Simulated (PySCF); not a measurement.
# Heteronuclear NMR

Cartesian coordinates in Å; atom numbers follow the order of the lines, from 1:
```xyz
20

C    -1.9613   -0.1287    1.5676
C    -1.1120    0.1566    0.3655
Si   -1.5631    1.7069   -0.6336
C    -0.0341   -0.5934    0.0530
C     0.4183   -1.7227    0.8519
O     1.5548   -2.1434    0.7952
C     0.9011   -0.3088   -1.0752
Si    2.7134   -0.1479   -0.4639
Cl    2.6982    0.6583    1.3888
H    -1.4894    0.2912    2.4567
H    -2.9398    0.3338    1.4649
H    -2.1021   -1.1944    1.7372
H    -2.7624    2.2879   -0.0267
H    -1.8631    1.3215   -2.0159
H    -0.4713    2.6794   -0.5852
H    -0.3083   -2.1985    1.5288
H     0.8651   -1.1418   -1.7793
H     0.5979    0.5855   -1.6139
H     3.5522   -1.3299   -0.5481
H     3.3009    0.8990   -1.3152
```

Computed data (PySCF 2.14): geometry: GFN2-xTB, GIAO PBE0/pcSseg-1 shieldings. Fast rotation and ring inversion assumed for equivalent nuclei, no solvent model, relativity neglected, one computed conformer.

Task: What are the $^{29}$Si shifts?

Result: 
| atoms | environment | σ (ppm) | δ (ppm) |
| --- | --- | --- | --- |
| Si8 | silicon bonded to C, Cl, 2 H | 372.7 | -26.4 |
| Si3 | silicon bonded to C, 3 H | 418.1 | -63.7 |

Shieldings were converted by a linear fit to measured shifts: $^{29}$Si: δ = 279.94 − 0.822σ (rms 8.9 ppm, 72 shifts, 25.8 ppm with the 6 outliers that the fit left out vs TMS, solution or neat liquid). A few per cent of atoms miss by over 2 rms, more outside the fitted compound classes.

On a 400 MHz spectrometer $^{29}$Si resonates near 79.5 MHz, so 1 ppm is 79.5 Hz.

Task: What are the $^{17}$O shifts?

Result: 
| atoms | environment | σ (ppm) | δ (ppm) |
| --- | --- | --- | --- |
| O6 | aldehyde oxygen | -308.0 | 547.3 |

Shieldings were converted by a linear fit to measured shifts: $^{17}$O (scatter 10.7 ppm rms, 12.2 ppm with the 3 outliers that the fit left out vs liquid water, solution or neat liquid). Occasional misses reach two or three times the rms, and more in compound classes unlike the fitted ones.

On a 400 MHz spectrometer $^{17}$O resonates near 54.2 MHz, so 1 ppm is 54.2 Hz.
